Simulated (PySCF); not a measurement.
## [Hf(Cl)4] (charge 0, multiplicity 1)

Level of theory: TPSSh-D3(BJ)/def2-TZVP // BP86-D3(BJ)/def2-SVP run with PySCF 2.14.0.

```
Quantity                                                      Result
-------------------------------------  -----------------------------
HOMO                                                        -8.99 eV
dipole moment                                                 0.00 D
HOMO–LUMO gap                                                6.31 eV
LUMO                                                        -2.68 eV
charge on the central atom (Mulliken)                         1.27 e
total energy                                           -1889.2739 Ha
cost                                   around 6 core-minutes (rough)
```

Bonded distances (Å): Hf1–Cl2 2.338, Hf1–Cl3 2.338, Hf1–Cl4 2.338, Hf1–Cl5 2.338. Angles (°): Cl2–Hf1–Cl3 109.6, Cl2–Hf1–Cl4 109.5, Cl2–Hf1–Cl5 109.5, Cl3–Hf1–Cl4 109.5, Cl3–Hf1–Cl5 109.5, Cl4–Hf1–Cl5 109.4.
Charge 0, spin multiplicity 1.
